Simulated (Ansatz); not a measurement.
Isolated molecules relaxed with PBE0-D4/def2-TZVP in Ansatz; ΔE leaves out vibrations. CBS: MP2 limit from def2 TZ/QZ plus the TZ coupled-cluster correction, frozen cores. DFT in def2-TZVPP. B3LYP here is the variant with VWN-RPA as its local correlation; programs differ in this. Elements past krypton have def2 core potentials. For Se, Sn outer-core shells are correlated without core-valence functions, which leaves a few kJ/mol of doubt a bond. Scalar relativity is left out up to krypton. Each species was taken in one conformer, which may not be the lowest.

`[CH3][SnH2][SiH2]N` + `F[SiH2][SeH]` → `[CH3][SnH2][SiH2]F` + `N[SiH2][SeH]`  (redistribution)

`[CH3][SnH2][SiH2]N`:

Z-matrix (Å, degrees):
```
C
Sn 1 2.151
H 1 1.090 2 110.0
H 1 1.090 2 110.0 3 -120.1
H 1 1.090 2 110.0 3 119.9
Si 2 2.580 1 111.0 3 58.0
H 2 1.718 1 107.6 3 -63.1
H 2 1.716 1 108.1 3 -178.2
N 6 1.729 2 115.5 1 -58.2
H 6 1.489 2 108.4 1 61.6
H 6 1.488 2 108.9 1 -179.7
H 9 1.008 6 118.7 2 72.9
H 9 1.008 6 119.1 2 -66.3
```

`F[SiH2][SeH]`:

Cartesian coordinates in Å:
```
F 1.381 1.133 -0.259
Si -0.041 0.538 0.161
Se -0.607 -1.271 -1.066
H 0.049 0.191 1.595
H -1.069 1.563 -0.123
H 0.287 -2.154 -0.306
```

`[CH3][SnH2][SiH2]F`:

Cartesian coordinates in Å:
```
C -1.719 0.878 0.242
Sn -0.403 -0.545 -0.673
Si 1.951 -0.403 0.350
F 2.509 1.096 0.167
H -2.705 0.817 -0.218
H -1.324 1.885 0.108
H -1.809 0.670 1.308
H -1.021 -2.125 -0.436
H -0.334 -0.257 -2.358
H 2.919 -1.323 -0.303
H 1.936 -0.692 1.810
```

`N[SiH2][SeH]`:

Cartesian coordinates in Å:
```
N -0.151 0.665 1.174
Si 0.524 -0.388 0.006
Se -0.001 -0.026 -2.196
H 0.012 1.658 1.115
H -1.072 0.474 1.534
H 0.100 -1.755 0.390
H 1.999 -0.237 -0.009
H -1.412 -0.391 -2.014
```

Is it downhill or uphill in electronic energy at CCSD(T)/CBS, and by how much? (Estimate.)

Computed: Nearly level: ΔE = -2.6 kJ/mol.

What do these levels give: B3LYP, HF/def2-TZVPP, MP2/def2-TZVPP, CCSD(T)/def2-TZVPP, HF/def2-QZVPP, MP2/CBS(def2)? (Best estimate.)

Computed: B3LYP -4.3, HF/def2-TZVPP -6.8, MP2/def2-TZVPP -2.1, CCSD(T)/def2-TZVPP -2.7, HF/def2-QZVPP -6.8, MP2/CBS(def2) -2.1 kJ/mol.

Largest T1 diagnostic among the species: 0.012.

In def2-TZVPP, CCSD(T) changes the Hartree–Fock value by +4.1 kJ/mol (the triples alone add +0.7 kJ/mol) and MP2 by +4.6 kJ/mol.
